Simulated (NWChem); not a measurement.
Species: CH3CaFN2

```xyz
8

Ca     0.0347     0.6811     0.0000
F     -0.0398     2.6610     0.0000
C     -0.0234    -1.9885     0.0000
N     -0.0072    -1.3325    -1.1504
N     -0.0072    -1.3325     1.1504
H     -0.0511    -3.0978     0.0000
H     -0.0219    -1.9440    -1.9583
H     -0.0219    -1.9440     1.9583
```
Atoms are numbered in this order, from 1.

Coordinates come from a PBE0/def2-SVP optimisation. B3LYP is NWChem's, with the RPA form of VWN correlation.

Symmetry labels are those of Cs in the frame above (b1 and b2, or b-type labels, depend on it).

Q: List the 4 lowest vertical singlet excitations from B3LYP/def2-SVPD, TDA (NWChem).

A: 
| state | energy (eV) | oscillator strength | symmetry | leading excitation (squared amplitude) |
|---|---|---|---|---|
| S1 | 4.40 | 0.000 | a" | HOMO → LUMO (0.99) |
| S2 | 5.45 | 0.090 | a" | HOMO → LUMO+1 (0.93) |
| S3 | 5.52 | 0.000 | a" | HOMO → LUMO+2 (0.98) |
| S4 | 5.80 | 0.028 | a' | HOMO−1 → LUMO (0.95) |
